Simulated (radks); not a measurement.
The numbers below are computed, except where a source is named.
Numerical settings for the gallium ion Ga20+, [Ne] 3s1. Code: a radial shooting solver on a logarithmic mesh with Libxc functionals. Model: scalar-relativistic Kohn-Sham, r2SCAN, spin-polarised, spherical densities, finite nucleus; open shells are filled with parallel spins first; meta-GGA in the generalised Kohn-Sham scheme; Fermi nuclear charge, rms radius 3.9973 fm. The defaults (mesh step 0.008 in ln r, mesh end at 40 bohr or more with all orbitals vanishing there, Anderson mixing 0.5 over 9 steps, residual threshold near 1e-9 with the energy settled to 1e-9 hartree or 1e-11 of itself, here a cap of 81 iterations) give E = -1714.346 hartree and 3s at -791.86 eV in 11 iterations. Run on one thread of a shared host, so times are rough (Arm Neoverse N1): 0.12 s of CPU time, 0.12 s wall, 11 iterations on 2189 mesh points. Changes against that run (0 stands for a change within the tolerance of the run):

setting	iterations	converged	E (mhartree)	e(3s) (meV)	CPU (s)
mesh step in ln r 0.08	81	no	-3.4e+05	-	0.33
mesh step in ln r 0.2	81	no	-6.79e+06	-	0.26
mesh step in ln r 0.003	17	yes	0	+0.0104	0.41
mesh end (bohr) 2	11	yes	+0.01	+0.349	0.11
mesh end (bohr) 5	11	yes	0	0	0.11
residual threshold 0.001	9	yes	0	+0.0164	0.1
residual threshold 1e-16	81	no	0	+0.0128	0.56
mixing 0.05	15	yes	0	+0.0141	0.15
linear mixing, mixing 0.2	68	yes	0	-0.034	0.58
linear mixing, mixing 0.05	81	no	+0.34	-2.77e+03	0.73
mixing history 20	11	yes	0	0	0.12
iteration cap 2	2	no	+3.55e+03	-1.48e+05	0.02

No run marked as converged misses the energy by more than 1 mhartree. A mesh that ends early acts as a hard wall.
